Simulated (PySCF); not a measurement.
**Working out the ionisation energy of As²⁺**

As²⁺ [Ar] 3d10 4s2 4p1 (2P) → As³⁺ [Ar] 3d10 4s2 (1S). All numbers are calculated (PySCF 2.14, scalar relativity by spin-free X2C-1e, in cc-pVDZ-DK (5s4p2d, 27 functions)). Frozen: [Ar] 3d10. Energies in hartree (1 hartree = 27.21139 eV):

```
            part  As²⁺ (lower)  As³⁺ (upper)
             UHF  -2257.909652  -2256.900483
CCSD correlation     -0.048130     -0.039824
             (T)     -0.000384      0.000000
```

Question: What does Hartree-Fock give?

Answer: (-2256.900483) − (-2257.909652) = 1.009169 hartree = 27.461 eV.

Question: What do CCSD and CCSD(T) give?

Answer: The CCSD correlation energies differ by 0.008306 hartree = 0.226 eV and the triples by 0.000384 hartree = 0.010 eV, so CCSD gives 27.687 eV and CCSD(T) 27.697 eV.

Reference: 28.349 ± 0.012 eV (measured; NIST Atomic Spectra Database, ionization energies), between the lowest levels; spin-orbit coupling is absent from the calculation.

A double-zeta basis recovers only part of the correlation energy.

What remains against the reference includes basis incompleteness, the frozen core and higher excitations.
